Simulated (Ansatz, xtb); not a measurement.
Relative energy of two isomers of C3H3BrN2S

Structure X: `Sn1ccnc1Br`, a singlet. Structure Y: `Sn1cnc(Br)c1`, a singlet. Both are isolated molecules in the gas phase, relaxed with PBE0-D3(BJ)/def2-SVP; the shapes shown needn't be the lowest conformers.

X (Å):

```yaml
atoms:
  - { symbol: C, position_ang: [-0.7970, -1.7549, -0.6746] }
  - { symbol: C, position_ang: [-1.6402, -1.5554, 0.3833] }
  - { symbol: C, position_ang: [0.0127, -0.2632, 0.7325] }
  - { symbol: Br, position_ang: [1.1995, 0.9668, 1.4600] }
  - { symbol: N, position_ang: [0.2829, -0.9174, -0.4486] }
  - { symbol: N, position_ang: [-1.1187, -0.6267, 1.2493] }
  - { symbol: S, position_ang: [1.6106, -0.7013, -1.4961] }
  - { symbol: H, position_ang: [2.4461, -1.5777, -0.8860] }
  - { symbol: H, position_ang: [-0.8422, -2.3880, -1.5565] }
  - { symbol: H, position_ang: [-2.6017, -2.0297, 0.5735] }
```

Y (Å):

| atom | x (Å) | y (Å) | z (Å) |
| --- | --- | --- | --- |
| C | -0.2987 | -0.8731 | -1.2969 |
| C | -0.0798 | 0.3241 | 0.4395 |
| C | -0.2045 | -0.9576 | 0.9124 |
| Br | 0.1431 | 1.8651 | 1.4681 |
| N | -0.3405 | -1.7271 | -0.2274 |
| N | -0.1398 | 0.3660 | -0.9180 |
| S | -0.5885 | -3.4156 | -0.2905 |
| H | 0.7192 | -3.7742 | -0.3101 |
| H | -0.3928 | -1.2361 | -2.3204 |
| H | -0.2125 | -1.3838 | 1.9108 |

Q: Which of the two would you expect CCSD(T)/def2-SVP + ΔMP2/def2-TZVPP electronic energies to favour?

A: CCSD(T)/def2-SVP + ΔMP2/def2-TZVPP gives E(Y) − E(X) = −6.14 kJ/mol, slightly favouring structure Y, which is too small a margin to settle the true order.

How the difference moves with the method:

| level | geometry | E(Y) − E(X) (kJ/mol) | departure from the last row (kJ/mol) | job, with rough time for the two |
| --- | --- | --- | --- | --- |
| GFN2-xTB | GFN2-xTB | +0.71 | +6.85 | optimisation, 0.51 s |
| HF/STO-3G | GFN2-xTB | −3.41 | +2.73 | single point, 2.3 s |
| r2SCAN-D4/def2-SVP | GFN2-xTB | −6.06 | +0.08 | single point, 12 s |
| PBE0-D3(BJ)/def2-SVP | PBE0-D3(BJ)/def2-SVP | −3.68 | +2.47 | optimisation, 2.4 min |
| HF/def2-SVP | PBE0-D3(BJ)/def2-SVP | −9.97 | −3.82 | part of the CCSD(T) run |
| MP2/def2-SVP | PBE0-D3(BJ)/def2-SVP | −5.64 | +0.50 | part of the CCSD(T) run |
| CCSD(T)/def2-SVP | PBE0-D3(BJ)/def2-SVP | −6.82 | −0.68 | single point |
| CCSD(T)/def2-SVP + ΔMP2/def2-TZVPP | PBE0-D3(BJ)/def2-SVP | −6.14 |  | single point, 3.6 min |

As drawn, both hold the same kinds of bond in the same numbers.

GFN2-xTB finds them nearly level. The largest departure from CCSD(T)/def2-SVP + ΔMP2/def2-TZVPP is that of GFN2-xTB, 6.85 kJ/mol. The last row adds to CCSD(T) the change of the MP2 difference between the two basis sets, here +0.68 kJ/mol.

With thermal terms from frequencies at re-optimised GFN2-xTB minima (ideal gas, soft modes damped towards free rotors, one conformer each, 298.15 K, 1 atm): on the last row, ΔE + ΔZPE = −6.10, ΔH = −6.14, ΔG = −5.86 kJ/mol.

The correlated steps freeze 19 core orbitals; the filled d shell of Br is correlated, in a basis made for valence electrons. Codes used: Ansatz 0.2.0, xtb 6.7.1; the last row on 2 threads of Intel(R) Xeon(R) Processor @ 2.50GHz (Skylake/Cascade Lake) on a shared host.
